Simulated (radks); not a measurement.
Values are calculated unless marked as measured or tabulated.
Species: Co XIX. Configuration: [He] 2s2 2p5. Level of theory: scalar-relativistic Kohn-Sham, PBE, spin-polarised, spherical densities, finite nucleus; open shells are filled with parallel spins first; Fermi nuclear charge, rms radius 3.7875 fm (a radial shooting solver on a logarithmic mesh with Libxc functionals). Some entries of the table are withheld. Estimate them.

| orbital | occ. | eigenvalue (hartree) | r(max) (bohr) |
|---|---|---|---|
| 1s up | 1 | -306.7509 | 0.03677 |
| 1s down | 1 | -306.5915 | 0.03676 |
| 2s up | 1 | -57.92808 | 0.2094 |
| 2s down | 1 | -57.66065 | 0.2096 |
| 2p up | 3 | -53.68926 | 0.1679 |
| 2p down | 2 | -53.37018 | 0.1682 |
| 3s up | 0 | -22.54029 | 0.5758 |
| 3s down | 0 | -22.47410 | 0.5769 |
| 3p up | 0 | -21.23585 | (1) |
| 3p down | 0 | -21.16233 | (2) |
| 3d up | 0 | -19.56751 | 0.4518 |
| 3d down | 0 | -19.48451 | 0.4540 |

Answer. 
(1) 3p up r(max) (bohr): 0.5566
(2) 3p down r(max) (bohr): 0.5581
